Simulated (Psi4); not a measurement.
A dimer, HBr ··· CH3Cl (SMILES Br and CCl), singlet; the first 2 atoms form monomer A.

```
7

Br     0.7124     0.0000     0.0000
H     -0.7124     0.0000     0.0000
C     -2.2481    -0.1403    -2.4281
Cl    -2.8560    -0.0198    -0.7441
H     -1.7123    -1.0790    -2.5317
H     -3.0992    -0.1105    -3.1016
H     -1.5855     0.6996    -2.6132
```

What interaction energy does SAPT0/jun-cc-pVDZ, frozen core in Psi4 1.11 give, and which attractive term is the largest?

Total -1.74 kcal/mol: electrostatics -6.24, exchange 10.52, induction -3.25, dispersion -2.77. The most attractive term is electrostatics.
